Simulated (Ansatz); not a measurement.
`[PH2][GeH2][SH]` → `[GeH2]` + `PS` at 298.15 K and 1 bar (germylene formation by 1,1-elimination).

Calculated with Ansatz (gas phase, PBE0-D4/def2-TZVP geometries, no zero-point term in ΔE). CCSD(T)/CBS adds triple-zeta CCSD(T) − MP2 to the extrapolated MP2 energy (def2 sets, frozen cores). This one scheme is used for every species. For Ge outer-core shells are correlated without core-valence functions, which leaves a few kJ/mol of doubt a bond. Scalar relativity is left out up to krypton. One conformer a species, not always the lowest.

| species | CCSD(T)/CBS energy (Eh) | H − E (kJ/mol) | S (J/(mol·K)) |
| --- | --- | --- | --- |
| `[PH2][GeH2][SH]` | -2817.85197 | 132.3 | 340.1 |
| `[GeH2]` | -2077.24753 | 38.7 | 220.4 |
| `PS` | -740.51379 | 83.7 | 266.5 |

H − E and S are ideal-gas, rigid-rotor, harmonic terms from PBE0-D4/def2-TZVP, for one conformer and one mirror image of each species. 1 Eh = 2625.50 kJ/mol, R = 8.31446 J/(mol·K).

Q: By hand: ΔE, ΔH, ΔS and ΔG.

A: ΔE = (-2077.24753) + (-740.51379) − (-2817.85197) = 0.09065 Eh = 238.0 kJ/mol. Δ(H − E) = 38.7 + 83.7 − 132.3 = -9.9, so ΔH = 228.1 kJ/mol. ΔS = 220.4 + 266.5 − 340.1 = 146.8 J/(mol·K). ΔG = 228.1 − 298.15 × (146.8)/1000 = 184.3 kJ/mol.

Q: By hand: the equilibrium constant, and the temperature at which ΔG would vanish if ΔH and ΔS stayed fixed.

A: log₁₀ K = −ΔG/(RT ln 10) = -32.3. ΔG = 0 at ΔH/ΔS = 1554 K.

The number of gas molecules changes by +1, which sets the sign of ΔS. A doubt of 5 kJ/mol in ΔE shifts log₁₀ K by 0.9 here. Other conformers and mirror images would add mixing entropy, several J/(mol·K) or more a flexible species. These are equilibria of isolated gas molecules and say nothing of rates. Largest T1 diagnostic: 0.012 (customary marks: 0.02 for closed shells, 0.045 for open ones).
